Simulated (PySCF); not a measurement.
C3H8SSeSi.
Numbering: `[SiH3:1][S:2][C@@H:3]1[CH2:4][CH2:5][Se:6]1` (hydrogens: H7, H8, H9 on Si1; H10 on C3; H11, H12 on C4; H13, H14 on C5)

Structure used (PBE0-D3(BJ)/def2-SVP), in Å, numbered top down from 1:
```xyz
14
C3H8SSeSi angstrom
Si     2.4177    0.3473    0.2097
S      1.3215   -0.6971    1.7413
C     -0.3851   -0.2387    1.3664
C     -1.0420   -0.8103    0.1041
C     -1.9221    0.3845   -0.2763
Se    -0.8260    1.6187    0.8075
H      1.8695    0.0918   -1.1555
H      2.5034    1.8143    0.4564
H      3.7786   -0.2560    0.3199
H     -0.9511   -0.4721    2.2798
H     -1.5689   -1.7656    0.2606
H     -0.2737   -0.9723   -0.6660
H     -1.9631    0.6364   -1.3440
H     -2.9409    0.3347    0.1325
```

Theory: core-valence-separated Tamm–Dancoff BHandHLYP/aug-pcX-1 (pcseg-1 on H, def2-SVPD on Si, def2-SVPD on S, def2-SVPD on Se) in PySCF, non-relativistic, gas phase, PBE0-D3(BJ)/def2-SVP geometry. The energies are unshifted.

The lowest roots of each edge with f over 0.003 (five at most, numbered afresh; weaker and dark ones are left out), with transition dipoles (au) in the frame of the coordinates:

```csv
root,edge,E (eV),f,μx,μy,μz
1,C,284.11,0.0487,-0.0379,-0.0647,-0.0371
2,C,284.75,0.0509,0.0008,-0.0850,0.0088
3,C,285.19,0.0105,0.0251,-0.0095,0.0280
4,C,286.05,0.0148,-0.0109,-0.0432,-0.0110
5,C,286.24,0.0520,-0.0819,0.0231,-0.0132
```

Problem. Molecules are fixed in this frame and the field points along (1, 1, 0)/√2. What effective strengths 3 f cos²θ do the roots have (θ between field and μ)?

Solution. root 1 (C5): 0.110, root 2 (C3): 0.074, root 3 (C4): 0.003, root 4 (C4): 0.031, root 5 (C3): 0.036. Root 1 is the strongest. Averaged over all orientations cos²θ is 1/3, which gives f back.

 Relativistic effects, spin–orbit coupling among them, are left out although an element past zinc is present.

One conformer stands for the species.
